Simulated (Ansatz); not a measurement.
Ansatz (a program for electronic structure) input:

Ansatz 0.2 input:
```yaml
crystal:
  periodic: [false, false, false]
  atoms:
    - {symbol: Ag, position_ang: [-0.00000000, -0.00000000, -1.43375140]}
    - {symbol: I, position_ang: [0.00000000, 0.00000000, 1.27143992]}
basis:
  gaussian:
    orbitals: def2-TZVPD
hamiltonian:
  xc: {name: PBE0}
total_charge: 1
magnetization: {spin_polarized: true, initial_magnetization: 1}
output: {forces: true}
```

**Question.** Predict the final energy.

**Answer.** -444.42683 Eh (PBE0/def2-TZVPD). The basis has 99 functions.

The spin state was set by rule; other spins were not relaxed.
